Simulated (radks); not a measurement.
Isoelectronic series with 20 electrons, all held in the configuration [Ar] 4s2, which need not be the ground one along the series. Calculated with a radial shooting solver on a logarithmic mesh with Libxc functionals: non-relativistic Kohn-Sham, PBEsol, spin-polarised, spherical densities, point nucleus. Total energies (hartree) and mean radii <r> (bohr):

ion,E (hartree),4s,3p
Ca,-676.50092,4.027,1.273
Sc+,-759.16911,3.167,1.144
Ti2+,-846.90395,2.677,1.041
V3+,-939.68984,2.343,0.9555
Cr4+,-1037.51761,2.095,0.8838
Fe6+,-1248.27631,1.744,0.7695
Co7+,-1361.19977,1.613,0.7232
Ni8+,-1479.14916,1.502,0.6823
Cu9+,-1602.12261,1.407,0.6459
Zn10+,-1730.11862,1.323,0.6133
Ga11+,-1863.13599,1.250,0.5839
Ge12+,-2001.17372,1.184,0.5572

Estimate the row of Mn5+.

Answer. E (hartree) -1140.38120; 4s 1.901; 3p 0.8225.
